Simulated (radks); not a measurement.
Initial-state core-level shifts of the tungsten ion W+ when its valence configuration changes from [Xe] 4f14 5d4 6s1. All-electron calculation, Dirac Kohn-Sham, PBEsol, spin-unpolarised, spherical densities, point nucleus; open shells fill j = l - 1/2 first. Program: a radial shooting solver on a logarithmic mesh with Libxc functionals. Shifts are changes of the shell-averaged eigenvalues in eV (positive: less bound).

valence	3d	4s	4d	5s
4f13 5d4 6s2	-14.648	-13.731	-12.994	-7.077
4f11 5d6 6s2	-40.795	-37.207	-34.717	-15.703
4f12 5d6 6s1	-24.246	-22.181	-20.600	-8.494
4f14 5d4 6p1	-1.210	-1.215	-1.213	-1.212
4f10 5d7 6s2	-54.908	-49.515	-46.040	-19.877
4f14 5d3 6s2	-2.928	-2.909	-2.923	-2.823
4f14 5d5	+2.379	+2.370	+2.381	+2.347
4f13.5 5d4 6s1 6p0.5	-7.748	-7.330	-6.973	-4.093
4f13 5d4 6s1 6p1	-15.862	-14.949	-14.211	-8.286
